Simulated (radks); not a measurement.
Coulomb parameter of the 4f shell of the neodymium ion Nd+ in the model configuration [Xe] 4f4 6s1, as a second difference U = [E(n + 0.5) + E(n - 0.5) - 2 E(n)] / (0.5)^2 with all orbitals relaxed. "Bare": the charge of the atom changes with n. "Screened": the 6s shell takes up the change at fixed total charge, which measures U(4f,4f) + U(6s,6s) - 2 U(4f,6s). Calculated with a radial shooting solver on a logarithmic mesh with Libxc functionals: Dirac Kohn-Sham, PBE, spin-unpolarised, spherical densities, point nucleus; open shells are shared between the two j in proportion to 2j + 1.

case              configuration  E - E(n) (eV)
start              [Xe] 4f4 6s1          0.000
bare +0.5        [Xe] 4f4.5 6s1         -2.332
bare -0.5        [Xe] 4f3.5 6s1          5.533
screened +0.5  [Xe] 4f4.5 6s0.5          0.851
screened -0.5  [Xe] 4f3.5 6s1.5          0.401

U(bare) = 12.806 eV, U(screened by 6s) = 5.007 eV.
